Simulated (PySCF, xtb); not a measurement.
C2H5O2, SMILES COC=[OH+], charge +1.

GFN2-xTB run with xtb at its own geometry gives an orbital gap of 4.81 eV.

The structure is a stationary point at B3LYP-D3(BJ)/def2-SVP. The isomer is the one that the SMILES or the coordinates give; other isomers of the formula were not compared. The values are those of a single conformer.

**Question.** What does B3LYP/def2-TZVPD (PySCF) give? (The exact figures need the calculation; the answer reports its results.)

**Answer.** gap 8.36 eV (levels -16.19 and -7.83 eV).
